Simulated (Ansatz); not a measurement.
The same redistribution along the group Ti, Zr, Hf.

Computed with Ansatz on PBE0-D4/def2-TZVP structures; ΔE is electronic, products minus reactants. CCSD(T)/CBS is the MP2 limit (def2-TZVPP, def2-QZVPP) plus CCSD(T) − MP2 in def2-TZVPP, frozen cores. Functionals use def2-TZVPP. Elements past krypton have def2 core potentials. For Hf, Ti, Zr outer-core shells are correlated without core-valence functions, which leaves a few kJ/mol of doubt a bond. Scalar relativity is left out up to krypton. Each species was taken in one conformer, which may not be the lowest.

```csv
reaction,CCSD(T)/def2-SVP (kJ/mol),CCSD/CBS(def2) (kJ/mol),PBE0-D4 (kJ/mol)
`C#[C][Ti]([Cl])([Cl])[Cl]` + `C[SiH](O)Cl` → `[OH][Ti]([Cl])([Cl])[Cl]` + `C#C[SiH](C)Cl`,-52,-40,-45
`C#[C][Zr]([Cl])([Cl])[Cl]` + `C[SiH](O)Cl` → `[OH][Zr]([Cl])([Cl])[Cl]` + `C#C[SiH](C)Cl`,-67,-50,-51
`C#[C][Hf]([Cl])([Cl])[Cl]` + `C[SiH](O)Cl` → `[OH][Hf]([Cl])([Cl])[Cl]` + `C#C[SiH](C)Cl`,-66,-47,-48
```

(1) Give the CCSD(T)/CBS values in the same order. (An estimate is asked.)

Largest T1 diagnostic: 0.024, for `[OH][Ti]([Cl])([Cl])[Cl]`.

Answers

(1) Computed: -38, -48, -45 kJ/mol.
